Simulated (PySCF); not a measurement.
**Structure revision by computed shifts**

A compound C9H14 gives the data below (simulated from a calculation) and was assigned the structure `CC#C/C(C)=C(\C)CC`.

13C{1H} NMR (computed): δ 150.0 (C), 124.3 (CH2), 97.5 (C), 87.4 (C), 38.8 (C), 30.7 (CH3, 3C), 5.6 (CH3).

1H NMR (600 MHz, computed): δ 5.65 (br s, 1H), 5.44 (br s, 1H), 2.22 (s, 3H), 1.16 (s, 9H).

In vacuum, non-relativistic, averaged over atoms made equivalent by symmetry, fast rotation or ring inversion, one computed conformer. NMR shieldings at PBE0/pcSseg-1/GIAO; geometry: GFN2-xTB; PySCF 2.14.

Referencing at the same level of theory: 1H, 13C vs TMS.

(1) Compare with the shifts computed for the proposed structure, pairing carbons in order of shift.

(2) Which isomer fits?

## Answers

(1) Atoms are numbered as in `[CH3:1][C:2]#[C:3]/[C:4]([CH3:5])=[C:6](\[CH3:7])[CH2:8][CH3:9]`. Each H is labelled by its parent atom.

```json
{"atom": "C6", "computed for proposal": "152.9", "given list": "150.0", "difference": "+2.9"}
{"atom": "C4", "computed for proposal": "119.1", "given list": "124.3", "difference": "-5.2"}
{"atom": "C2", "computed for proposal": "96.9", "given list": "97.5", "difference": "-0.6"}
{"atom": "C3", "computed for proposal": "88.1", "given list": "87.4", "difference": "+0.7"}
{"atom": "C8", "computed for proposal": "30.9", "given list": "38.8", "difference": "-7.9"}
{"atom": "C7", "computed for proposal": "25.8", "given list": "30.7", "difference": "-4.9"}
{"atom": "C5", "computed for proposal": "21.2", "given list": "30.7", "difference": "-9.5"}
{"atom": "C9", "computed for proposal": "14.5", "given list": "30.7", "difference": "-16.2"}
{"atom": "C1", "computed for proposal": "5.8", "given list": "5.6", "difference": "+0.2"}
```

The rms difference is 7.3 ppm and the largest -16.2 ppm at C9 (methyl carbon). The proposal also would give 9 carbon signals, not 7. The carbon types in order of shift don't match either: C, C, C, C, CH2, CH3, CH3, CH3, CH3 for the proposal against C, CH2, C, C, C, CH3, CH3, CH3, CH3 in the data. The proposal doesn't fit.

(2) SMILES C=C(C#CC)C(C)(C)C.

1. Carbon types of the structure: 4 × C, 1 × CH2, 4 × CH3, which accounts for all hydrogens.
2. δC 150.0: fully substituted alkene carbon; as expected for a trigonal carbon in a double bond.
3. δC 124.3: terminal =CH2 carbon; an sp2 carbon of a C=C bond.
4. δC 97.5, 87.4: alkyne carbon; the triple bond shields along its axis, which puts it between sp3 and sp2 carbons.
5. δH 5.65, 5.44: hydrogen on a terminal =CH2 carbon; a vinylic proton, deshielded by the sp2 carbon and the C=C anisotropy.

Other isomers checked: CC(C)C1=CCC=CC1 (rms 18.4 ppm).

The data come from this structure; uniqueness wasn't tested.

Shifts are as computed. Against solution values, carbons near 30 ppm lie about +3 ppm off and those near 130 ppm about +5 ppm. Of 1211 compounds with measured shifts, 218 miss one by over three times the rms of a fit or turn the order of signals round; such compounds aren't used in these exercises. Multiplicities follow the n + 1 count of equivalent neighbours, as no J values were calculated; m marks all less simple cases, F and P coupling included.
